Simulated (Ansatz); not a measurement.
Born–Oppenheimer molecular dynamics of BrClH4MgSi (8 atoms, charge 0, multiplicity 1). It starts at the highest image of a converged band, a first-order saddle point between two minima.

Theory: RKS B3LYP-D4/def2-SVP in Ansatz 0.2.0.

```
ensemble                      : NVE (velocity Verlet)
time step                     : 0.5 fs
steps asked                   : 200
starting velocities drawn for : 100 K
seed                          : 11261
```

First frame:

```xyz
8
Properties=species:S:1:pos:R:3
Mg -0.850 -1.056 -0.708
Si 0.930 0.292 0.768
Cl -1.600 -3.022 -1.373
H -0.622 1.010 -0.526
Br -1.843 1.336 -1.486
H 2.260 -0.306 0.428
H 1.107 1.778 0.700
H 0.619 -0.032 2.197
```

Question: How far do the bonds stretch over the last three quarters of this one trajectory? (Pairs bonded in most of those frames.)

Answer: 
```json
{"bond": "Mg1–Si2", "mean (Å)": "2.571", "spread (Å)": "0.048", "shortest": "2.51", "longest": "2.66"}
{"bond": "Mg1–Cl3", "mean (Å)": "2.220", "spread (Å)": "0.024", "shortest": "2.18", "longest": "2.25"}
{"bond": "Mg1–Br5", "mean (Å)": "3.079", "spread (Å)": "0.190", "shortest": "2.81", "longest": "3.42"}
{"bond": "Si2–H6", "mean (Å)": "1.501", "spread (Å)": "0.022", "shortest": "1.47", "longest": "1.53"}
{"bond": "Si2–H7", "mean (Å)": "1.512", "spread (Å)": "0.023", "shortest": "1.47", "longest": "1.56"}
{"bond": "Si2–H8", "mean (Å)": "1.501", "spread (Å)": "0.003", "shortest": "1.50", "longest": "1.51"}
{"bond": "H4–Br5", "mean (Å)": "1.444", "spread (Å)": "0.021", "shortest": "1.41", "longest": "1.50"}
```

Mean temperature of the second half: 249 K. The conserved energy stayed within 0.023 meV per atom of its start (net change 0.01 meV per atom), so the integration is sound. The system heated up, since it started high on the potential surface and ran downhill. A run of 0.1 ps of so small a system gives no equilibrium averages. The orbitals stay closed-shell, which can raise the energy where a bond breaks towards radicals; this wasn't checked here.

The run took 11 min on 2 threads of Arm Neoverse V1, with other jobs on the host, peak memory 0.25 GiB.
